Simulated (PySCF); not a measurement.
## Ag⁺: excitation energy

Ag⁺ [Kr] 4d10 (1S) → Ag⁺ [Kr] 4d9 5p1 (high-spin determinant), as a difference of total energies. All numbers are calculated (PySCF 2.14, a scalar-relativistic core potential, in aug-cc-pwCVDZ-PP with ECP28MDF). Correlated levels: valence: 4s2 4p6 frozen. The calculations carry no spin-orbit coupling.

| method | excitation energy (eV) |
| --- | --- |
| UHF | 9.171 |
| MP2 (valence) | 10.580 |
| SCS-MP2 (valence) | 10.515 |
| CCSD (valence) | 10.225 |
| CCSD(T) (valence) | 10.281 |

Question: How much does correlation contribute at CCSD(T) (valence)?

Answer: 10.281 − (9.171) = 1.110 eV, measured against UHF.

The determinant of the upper state mixes LS terms, which raises its energy above the lowest term, most at the Hartree-Fock and MP2 levels.
